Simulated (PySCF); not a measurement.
Unrelated species, one level of theory. The calculation used PySCF, TDDFT CAM-B3LYP/def2-SVPD, vertical, gas phase, core orbitals frozen in the response. Geometries: GFN2-xTB; one conformer of each isolated species. Triplets are in the Tamm–Dancoff approximation. 'Strongest' means the level of largest summed f among the lowest 8 singlets; it needn't be the same kind of state in each. Ions are computed without counter-ions or solvent.

Problem. Rank by computed HOMO energy, lowest first.
A. `c1cn(nc1F)C=C`
B. `CN(C)[SiH]1N[SiH2]N1`
C. `[H]/N=C\C`
D. `C(F)[C@]1(C)C=C[CH+]C1`
E. `COC(=O)c1cnns1`

Solution. D (-15.22 eV), E (-9.11 eV), C (-8.85 eV), A (-8.13 eV), B (-7.75 eV).

```tsv
SMILES	HOMO (eV)	α (au)	strongest (eV)	T1 (eV)	gap (eV)	f (strongest)	S1 mainly
C[C@@]1(CF)C=C[CH+]C1	-15.22	74.5	5.33	2.97	7.54	0.08	H→L (67%)
COC(=O)c1cnns1	-9.11	83.6	5.64	3.05	7.56	0.16	H→L (94%)
[H]/N=C\C	-8.85	33.8	8.79	4.51	10.07	0.32	H→L (99%)
C=Cn1ccc(F)n1	-8.13	74.1	5.53	3.72	8.31	0.42	H→L (94%)
CN(C)[SiH]1N[SiH2]N1	-7.75	93.7	5.82	5.51	8.69	0.06	H-1→L (48%)
```

H and L stand for HOMO and LUMO.
